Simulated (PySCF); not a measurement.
Compound: C2H7OSi2 (doublet state).
Atom-mapped SMILES: `[CH3:1][SiH:2][C:3](=[O:4])[SiH3:5]` (hydrogens: H6, H7, H8 on C1; H9 on Si2; H10, H11, H12 on Si5)

Cartesian coordinates in Å at the GFN2-xTB level; atoms count from 1:
```
atom  x, y, z in Å
C1    -2.041   -0.083    0.571
Si2   -0.777    1.105   -0.187
C3     1.028    0.732   -0.413
O4     1.717    1.628   -0.947
Si5    1.919   -0.894    0.083
H6    -1.558   -0.963    0.985
H7    -2.761   -0.417   -0.171
H8    -2.599    0.398    1.371
H9    -1.316    2.383   -0.635
H10    0.955   -1.730    0.810
H11    2.368   -1.583   -1.127
H12    3.067   -0.576    0.928
```

The hyperfine couplings belong to this conformer and change with its torsions.

Theory: UKS B3LYP, pcH-1 on C H O Si, non-relativistic, mean-field spin-orbit, GIAO (PySCF). The structure is a single GFN2-xTB conformer in the gas phase; no vibrational or solvent corrections. Couplings are sensitive to structure, and on GFN2-xTB geometries they can be far from those on DFT ones, by a factor of two or more for some ions and for spin on atoms past the first row. No stability test was run, so a lower SCF solution isn't excluded.

Q: Match the computed a_iso(13C) values -25.7, -9.7 MHz with the sites C1; C3.

A: 
```tsv
site	a_iso (MHz)	ρ(0) (bohr⁻³)	position	distance from Si2 (Å)	spin population	largest |T| (MHz)
C1	-9.7	-0.0086	1 bond from Si2	1.89	-0.04	2.5
C3	-25.7	-0.0228	1 bond from Si2	1.86	-0.03	4.8
```

Q: The isotropic 29Si couplings are -125.4, +10.9 MHz. Assign them to Si2; Si5.

A: 
```csv
site,a_iso (MHz),ρ(0) (bohr⁻³),position,distance from Si2 (Å),spin population,largest |T| (MHz)
Si2,-125.4,+0.1423,largest spin population,0.00,+0.82,153.4
Si5,+10.9,-0.0122,2 bonds from Si2,3.37,0.00,1.2
```

Q: The isotropic 1H couplings, averaged over equivalent nuclei, are -35.9, +28.0, +1.9 MHz. Assign them to H6/H7/H8; H9; H10/H11/H12.

A: 
| site | a_iso (MHz) | ρ(0) (bohr⁻³) | position | distance from Si2 (Å) | bound to | spin population there | largest \|T\| (MHz) |
| --- | --- | --- | --- | --- | --- | --- | --- |
| H6/H7/H8 | +28.0 | +0.0063 | 2 bonds from Si2 | 2.50 | C1 | -0.04 | 4.2 |
| H9 | -35.9 | -0.0080 | 1 bond from Si2 | 1.46 | Si2 | +0.82 | 9.3 |
| H10/H11/H12 | +1.9 | +0.0004 | 3 bonds from Si2 | 4.02 | Si5 | 0.00 | 2.2 |

ρ(0) is the spin density at the nucleus and T the dipolar tensor; a_iso includes a spin–orbit part; entries for several nuclei are means. The Mulliken spin populations are largest on Si2 (+0.82) and O4 (+0.27). The angles at Si2 add up to 360.0°, so it is planar; its axial dipolar tensor and the negative coupling of its proton fit spin in a p orbital normal to that plane.

Examples of negative spin density at the nucleus (bohr⁻³): C3 (-0.0228), Si5 (-0.0122) and C1 (-0.0086).

Class means assume fast exchange of nuclei equivalent by connectivity; if that motion is slow, each nucleus keeps its own coupling. The three 1H nuclei of mean +28.0 MHz run from 1.6 to 46.9 MHz in the frozen geometry.

On an Arm Neoverse V2 with one thread, shared host, this took 35 s (with the writing of density and orbital grids) and 0.71 GiB of memory at its peak.
